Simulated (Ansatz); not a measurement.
System: CuCl (charge 0, singlet). 
Geometry from a B3LYP-D3(BJ)/def2-TZVP (Ansatz, a quantum-chemistry and plane-wave program) optimisation:
```
Cu
Cl 1 2.0922
```
Charge 0, spin multiplicity 1.

Basis-set convergence of Hartree-Fock and MP2 correlation energies (hartree) with Ansatz. Valence correlation only, unless marked. Spin-orbit coupling is left out. The frozen core is the preceding noble-gas configuration, with the filled d and f shells of earlier blocks. No relativistic terms.

The T1 diagnostic of CCSD in the largest basis is 0.027, which is high, so the coupled-cluster rows are less sure than usual.

```json
[
 {"basis": "def2-SVP", "functions": "49", "E(HF)": "-2098.10119", "E(corr, MP2)": "-0.42964"},
 {"basis": "def2-TZVPP", "functions": "106", "E(HF)": "-2098.49434", "E(corr, MP2)": "-0.68647"},
 {"basis": "def2-QZVPP", "functions": "170", "E(HF)": "-2098.54871", "E(corr, MP2)": "-0.73710"}
]
```

Extrapolating the two largest sets (X = 3 and 4) as X^-3: E(corr) = (64·(-0.73710) - 27·(-0.68647))/37 = -0.7740 Eh, an estimate of the basis-set limit. The largest set recovers 95.2 % of it, the smallest 55.5 %.
